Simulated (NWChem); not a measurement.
System: BHOICl; SMILES OB(Cl)I

The following NWChem deck was run.

```
start job
memory heap 200 mb stack 900 mb global 1100 mb
geometry units angstroms
  B      0.212278    -0.969822     0.670722
  Cl    -1.155653    -2.042196     0.757864
  I      0.122394     0.822775    -0.445490
  O      1.353442    -1.218864     1.286700
  H      1.478116    -2.010020     1.814075
end
basis spherical
  * library def2-svp
end
ecp
  I library def2-ecp
end
dft
  xc pbe0
  iterations 150
end
driver
  maxiter 120
end
task dft optimize
dft
  grid fine
  convergence energy 1d-8 density 1d-7
end
task dft freq numerical
```

def2 effective core potentials on I; no spin-orbit coupling.

The level has its own optimisation; frequencies are unscaled.

Question: Predict the main results of this run. (PBE0/def2-SVP with def2 effective core potentials on I.) Quantities: r B–Cl (Å); r B–I (Å); r B–O (Å); r H–O (Å); highest harmonic frequency (cm⁻¹); lowest (cm⁻¹); zero-point energy (kcal/mol).

Answer: The r B–Cl (Å) is 1.763. The r B–I (Å) comes out as 2.134 and the r B–O (Å) is 1.336. The r H–O (Å) is 0.966, the highest harmonic frequency (cm⁻¹) comes out as 3867 and the lowest (cm⁻¹) comes out as 192. The zero-point energy (kcal/mol) comes out as 13.0.
